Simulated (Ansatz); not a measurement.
Start from `NC([SiH3])N[SiH3]` and change one atom or group to get `NC([SiH3])[SiH2]Cl`.

Ansatz, PBE0-D4/def2-TZVP geometries, multiplicity 1. Each molecule was computed in one conformer, which needn't be the lowest.

```tsv
property	`NC([SiH3])N[SiH3]`
HOMO energy (ωB97M-V/def2-TZVPP) / eV	-8.86
LUMO energy (PBE/def2-TZVPP) / eV	-0.70
HOMO–LUMO gap (PBE/def2-TZVPP) / eV	4.59
size of the dipole moment (ωB97M-V/def2-TZVPP) / D	1.08
HOMO energy (PBE/def2-TZVPP) / eV	-5.29
HOMO energy (B3LYP/def2-TZVPP) / eV	-6.37
```

(1) Give the same properties after the change, and the shifts. (An estimate is asked.)

Answers

(1) The calculation gave: 
| property | `NC([SiH3])[SiH2]Cl` | shift |
| --- | --- | --- |
| HOMO energy (ωB97M-V/def2-TZVPP) / eV | -9.23 | -0.37 |
| LUMO energy (PBE/def2-TZVPP) / eV | -0.71 | -0.01 |
| HOMO–LUMO gap (PBE/def2-TZVPP) / eV | 4.87 | 0.28 |
| size of the dipole moment (ωB97M-V/def2-TZVPP) / D | 1.57 | 0.49 |
| HOMO energy (PBE/def2-TZVPP) / eV | -5.59 | -0.30 |
| HOMO energy (B3LYP/def2-TZVPP) / eV | -6.71 | -0.34 |

Dipoles are sizes alone; their direction can turn.

B3LYP here is the variant with VWN-RPA as its local correlation; programs differ in this.
